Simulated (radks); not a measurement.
Problem. The table gives one normalised radial function P(r) = r R(r) of Pb- in [Hg] 6p3 (r in bohr). Method: scalar-relativistic Kohn-Sham, r2SCAN, spin-unpolarised, spherical densities, finite nucleus; meta-GGA in the generalised Kohn-Sham scheme; Fermi nuclear charge, rms radius 5.5012 fm; hard spherical wall at 1.5 bohr; computed with a radial shooting solver on a logarithmic mesh with Libxc functionals.

r	P
0.000693	0.0000
0.000888	0.0000
0.001138	0.0000
0.001458	0.0001
0.001869	0.0001
0.002395	0.0002
0.003069	0.0005
0.003932	0.0009
0.005039	0.0017
0.006457	0.0033
0.008275	0.0063
0.0106	0.0119
0.01359	0.0223
0.01741	0.0411
0.02231	0.0736
0.02859	0.1276
0.03664	0.2113
0.04696	0.3298
0.06017	0.4752
0.07711	0.6136
0.09881	0.6735
0.1256	0.5642
0.161	0.2081
0.2063	-0.3422
0.2643	-0.8317
0.3387	-0.8718
0.4341	-0.2367
0.5563	0.7696
0.7128	1.2315
0.9134	0.2576
1.171	-1.2391
1.5	0.0000

Which n and l does it have? It may be an empty orbital.

Solution. n = 6, l = 2: the number of nodes gives n - l - 1 = 3, the rise at small r (about r^(l+1), flatter next to the nucleus through relativity) gives l, and the extent must fit the shell. The curve is that of 6d. 6d (empty): eigenvalue 487.62 eV, 3 radial nodes at r = 0.178, 0.461, 0.948 bohr, <r> = 0.874 bohr, 90 % of the charge inside 1.31 bohr.
